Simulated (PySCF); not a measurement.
C2H6BrSb, SMILES [Br][Sb]([CH3])[CH3].

Coordinates come from a PBE0-D3(BJ)/def2-SVP optimisation. The structure was generated by enumeration; whether it is a known compound was not checked. The def2 effective core potentials stand for the cores of Sb; spin–orbit coupling is left out.

All values below come from PBE/def2-TZVP run with PySCF.

Symmetry labels are those of the subgroup Cs that the program uses (full group Cs).

### Question
List the valence orbital energies around the gap with their symmetry. (Estimate from the structure and the level; the computed values follow.)

### Answer

```tsv
orbital	symmetry	energy (eV)
HOMO−7	A'	-10.28
HOMO−6	A"	-9.96
HOMO−5	A"	-9.84
HOMO−4	A'	-8.16
HOMO−3	A"	-7.81
HOMO−2	A'	-7.07
HOMO−1	A"	-6.58
HOMO	A'	-5.97
LUMO	A'	-2.18
LUMO+1	A"	-0.96
LUMO+2	A'	-0.01
LUMO+3	A'	0.48
```
